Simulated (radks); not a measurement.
Values are calculated unless marked as measured or tabulated.
The platinum anion Pt-, 79 electrons, occupied as [Xe] 4f14 5d9 6s2. Code: a radial shooting solver on a logarithmic mesh with Libxc functionals. Model: scalar-relativistic Kohn-Sham, PBE, spin-unpolarised, spherical densities, point nucleus; hard spherical wall at 3.5 bohr.

Radial electron density D(r) = 4 pi r^2 rho(r):

```
   r/bohr * D(r) (the largest magnitude, 146, reaches the edge; | marks zero)
 0.001457 |     *
 0.001928 |        *
 0.002531 |            *
 0.003322 |                  *
  0.00436 |                        *
 0.005723 |                              *
 0.007512 |                                    *
  0.00986 |                                       *
  0.01294 |                                       *
  0.01712 |                                     *
  0.02248 |                                   *
   0.0295 |                                       *
  0.03873 |                                                *
  0.05083 |                                                      *
  0.06672 |                                                  *
  0.08758 |                                          *
    0.115 |                                             *
   0.1521 |                                                  *
   0.1996 |                                      *
    0.262 |                           *
    0.344 |                               *
   0.4515 |                             *
   0.5926 |                *
   0.7778 |         *
    1.021 |      *
    1.351 |    *
    1.773 |  *
    2.327 | *
    3.055 *
```

D(r) has 4 maxima, at r = 0.0115, 0.0529, 0.147, 0.385 bohr, and minima at 0.0221, 0.0949, 0.271 bohr, inside which lie 1.89, 11.04, 29.92 electrons.
